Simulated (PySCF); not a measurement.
Gas-phase reaction: 2 GaCl3 + 3 H2 = Ga2H6 + 6 Cl

Method: PySCF energies plus ideal-gas RRHO corrections (1 bar). † marks an energy on the PBE0/def2-TZVP geometry and frequencies; other levels use their own. MP2 freezes the core. Open shells (unrestricted): Cl (multiplicity 2, electronic degeneracy 6); the rest are closed-shell singlets. Spin-orbit splitting is ignored; it lowers the true energy and changes the entropy of Cl. B3LYP is the form with VWN-RPA correlation. Ga: all electrons, no relativistic terms. Ga2H6: computed as isolated molecules; such fragments, hydroxides, amides, oligomers or adducts are transient or little studied in the gas. MP2 isn't extrapolated to the basis-set limit; its ΔH°(298 K) is 1749.5 kJ in def2-SVP and 1856.3 kJ in def2-TZVPP. The harmonic model lacks anharmonicity and excited electronic states, which grow with temperature; levels with a mode under 35 cm⁻¹ are left out.

| level | ΔE electronic, kJ | ΔH°(298 K), kJ | ΔS°(298 K), J/K | ΔG°(1600 K), kJ |
|---|---|---|---|---|
| B3LYP/def2-TZVP† | 1714 | 1720 | 264 | 1301 |
| MP2/def2-SVP† | 1743 | 1750 | 264 | 1330 |
| PBE/def2-SVP | 1796 | 1801 | 260 | 1386 |
| PBE0/def2-SVP† | 1748 | 1754 | 264 | 1335 |
| ωB97M-V/def2-TZVP† | 1799 | 1805 | 264 | 1386 |
ΔH° is lowest at B3LYP/def2-TZVP† and highest at ωB97M-V/def2-TZVP†. No reference value is set beside these.
